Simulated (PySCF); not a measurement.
## Electron correlation in O⁺ (oxygen, charge +1)

[He] 2s2 2p3, high-spin 4S determinant. Computed with PySCF 2.14 in def2-SVP (3s2p1d, 14 functions), with no relativity, point nucleus. Frozen: 1s2; 5 electrons correlated.

MP2 pair energies summed by pair of shells (mhartree):

```json
{"pair": "2s-2p", "energy": "-45.31", "share (%)": "65.7"}
{"pair": "2p-2p", "energy": "-16.53", "share (%)": "24.0"}
{"pair": "2s-2s", "energy": "-7.10", "share (%)": "10.3"}
```

Total MP2 correlation energy: -68.93 mhartree.

Same-spin part -19.30 and opposite-spin part -49.63 mhartree; SCS-MP2 scales them by 1/3 and 6/5 to -65.99 mhartree.

| level | correlation energy (mhartree) |
| --- | --- |
| CCSD | -83.87 |
| (T) | -0.57 |
| CCSD(T) | -84.44 |

Diagnostics: T1 = 0.0038, D1 = 0.0069, largest double amplitude 0.036.

Cost of the coupled-cluster step: 0.05 s of wall time on 1 thread of Intel(R) Xeon(R) 6975P-C (shared host), for 5 correlated electrons.

Iterations:

```
CC2 = 0
CCSD nocc = (np.int64(4), np.int64(1)), nmo = (13, 13)
frozen orbitals [[0], [0]]
max_cycle = 100
direct = 0
conv_tol = 1e-08
conv_tol_normt = 1e-06
diis_space = 8
diis_start_cycle = 0
Init t2, MP2 energy = -0.0689325605199676
Init E_corr(UCCSD) = -0.0689325605345294
cycle = 1  E_corr(UCCSD) = -0.0806627979293587  dE = -0.0117302374  norm(t1,t2) = 0.0238472
cycle = 2  E_corr(UCCSD) = -0.0829986058338457  dE = -0.0023358079  norm(t1,t2) = 0.00723101
cycle = 3  E_corr(UCCSD) = -0.0839129877069516  dE = -0.000914381873  norm(t1,t2) = 0.00287678
cycle = 4  E_corr(UCCSD) = -0.083869526172179  dE = 4.34615348e-05  norm(t1,t2) = 0.000505126
cycle = 5  E_corr(UCCSD) = -0.0838737566640137  dE = -4.23049183e-06  norm(t1,t2) = 9.22016e-05
cycle = 6  E_corr(UCCSD) = -0.0838736452312223  dE = 1.11432791e-07  norm(t1,t2) = 7.98747e-06
cycle = 7  E_corr(UCCSD) = -0.0838737605862095  dE = -1.15354987e-07  norm(t1,t2) = 6.25439e-07
cycle = 8  E_corr(UCCSD) = -0.0838737484917733  dE = 1.20944363e-08  norm(t1,t2) = 7.68423e-08
cycle = 9  E_corr(UCCSD) = -0.0838737394595732  dE = 9.0322001e-09  norm(t1,t2) = 3.18044e-08
UCCSD converged
E(UCCSD) = -74.35994435605132  E_corr = -0.08387373945957317
UCCSD(T) correction = -0.000568430921189242
```
